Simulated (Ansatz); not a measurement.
Relaxation of CH8OSSi2 (13 atoms, charge 0, multiplicity 1), to a largest force component of 0.015 eV/Å in at most 40 steps.

Method: RKS PBE0/def2-SVP in Ansatz 0.2.0.

```xyz
13
Properties=species:S:1:pos:R:3:forces:R:3
O -1.262 0.656 1.518 -1.96 1.80 1.19
C 0.102 0.746 1.310 0.41 1.29 0.98
Si 0.861 -0.723 0.463 1.24 -0.54 1.03
Si -0.040 -1.026 -1.572 -2.52 -0.26 -0.20
S -0.142 0.780 -2.724 -0.39 0.82 0.14
H -1.555 1.493 2.041 0.75 -2.32 -1.45
H 0.350 1.657 0.738 0.29 0.11 -0.31
H 0.603 0.892 2.291 0.42 -0.16 -0.13
H 0.770 -1.927 1.369 -0.14 0.06 -0.24
H 2.354 -0.465 0.330 -0.38 0.09 -0.01
H -1.530 -1.498 -1.409 1.07 0.19 -0.05
H 0.650 -2.045 -2.342 0.47 -0.41 -0.57
H -1.140 1.426 -1.997 0.73 -0.67 -0.38
```

Q: Where does it end, and by what steps?

A: It converged. After 18 steps the energy has fallen by 0.486 eV; H13 moved furthest, 0.88 Å.

```
step  energy less start (eV)  largest force component (eV/Å)  accepted
   0                  0.0000                           2.519       yes
   1                 -0.3292                           0.766       yes
   2                 -0.4017                           0.372       yes
   3                 -0.4167                           0.223       yes
   4                 -0.4344                           0.160       yes
   5                 -0.4426                           0.114       yes
   6                 -0.4588                           0.226       yes
   7                 -0.4664                           0.279       yes
   8                 -0.4730                           0.305       yes
   9                 -0.4777                           0.140       yes
  10                 -0.4803                           0.112       yes
  11                 -0.4831                           0.058       yes
  12                 -0.4842                           0.037       yes
  13                 -0.4849                           0.033       yes
  14                 -0.4855                           0.055       yes
  15                 -0.4858                           0.041       yes
  16                 -0.4860                           0.024       yes
  17                 -0.4861                           0.019       yes
  18                 -0.4861                           0.010       yes
```

```xyz
13
Properties=species:S:1:pos:R:3
O -1.181 0.885 1.051
C 0.224 0.856 1.226
Si 0.875 -0.796 0.533
Si -0.127 -1.084 -1.578
S -0.641 0.872 -2.322
H -1.531 1.684 1.461
H 0.728 1.678 0.679
H 0.512 0.949 2.291
H 0.539 -1.920 1.462
H 2.365 -0.700 0.425
H -1.318 -1.985 -1.488
H 0.819 -1.670 -2.575
H -1.245 1.195 -1.150
```

Time of the run: 74 s on 2 threads of Intel(R) Xeon(R) Platinum 8488C (Sapphire Rapids) (shared host), peak memory 0.31 GiB.
